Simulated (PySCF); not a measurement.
MF₃ across group 14

Level: PBE0, basis family def2-SVP, scalar-relativistic core potentials from Rb on and no relativity for lighter atoms.

Each entry is the lowest minimum that a search over a few typed start shapes (and spin states, where more than one is plausible) found, or that minimum re-optimised at the stated level; isomers with ligand–ligand bonds, or fragments after loss of a ligand pair, can lie lower. Open shells are unrestricted; no spin–orbit coupling; PySCF with density fitting.

| molecule | 2S+1 | point group | mean bond to the central atom (Å) | highest ω (cm⁻¹) | dipole (D) | distinct angles (°) | lowest ω (cm⁻¹) |
| --- | --- | --- | --- | --- | --- | --- | --- |
| GeF₃ | 2 | C3v | 1.728 | 738 | 2.14 | 106 | 207 |
| SnF₃ | ? | ? | ? | ? | ? | ? | ? |
| PbF₃ | 2 | C3v | 2.056 | 525 | 3.31 | 108 | 107 |

Q: Fill in the row of SnF₃.

A: 2S+1: 2; point group: C3v; mean bond to the central atom (Å): 1.935; highest ω (cm⁻¹): 635; dipole (D): 3.12; distinct angles (°): 106; lowest ω (cm⁻¹): 155.

The bond lengthens at every step; the largest change, 0.207 Å, falls between GeF₃ and SnF₃ among the members listed.

Spin–orbit coupling can matter for PbF₃.

Left out of the table are members whose search was unfinished or whose lowest solution was spin-contaminated, unstable, very soft or bonded differently.
